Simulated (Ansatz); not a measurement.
Program: Ansatz. Geometries: PBE0-D4/def2-TZVP. ΔE: electronic, gas phase. CBS: MP2 limit from def2 TZ/QZ plus the TZ coupled-cluster correction, frozen cores. This one scheme is used for every species. For Ge outer-core shells are correlated without core-valence functions, which leaves a few kJ/mol of doubt a bond. Scalar relativity is left out up to krypton. Each species was taken in one conformer, which may not be the lowest.

Consider the formal hydrolysis of the Si–S bond: `[SiH3][SiH2][S][GeH3]` + H₂O → `O[SiH2][SiH3]` + `[SH][GeH3]`.

```tsv
species	SCS-MP2/def2-QZVPP energy (Eh)
`[SiH3][SiH2][S][GeH3]`	-3056.53394
H₂O	-76.34808
`O[SiH2][SiH3]`	-656.89072
`[SH][GeH3]`	-2475.99672
```

Q: Work out ΔE.

A: ΔE = (-656.89072) + (-2475.99672) − (-3056.53394) − (-76.34808) = -0.00542 Eh = -0.15 eV. CCSD(T)/CBS gives -0.08 eV.

Largest T1 diagnostic among the species: 0.012.

The D4 term adds +0.15 eV with B3LYP and +0.09 eV with PBE0; it sums over pairs of atoms, weighted by their polarisabilities, and B3LYP, whose exchange is more repulsive, gets the larger term. In def2-TZVPP, CCSD(T) changes the Hartree–Fock value by +0.25 eV (the triples alone add +0.05 eV) and MP2 by +0.31 eV.

B3LYP here is the variant with VWN-RPA as its local correlation; programs differ in this.
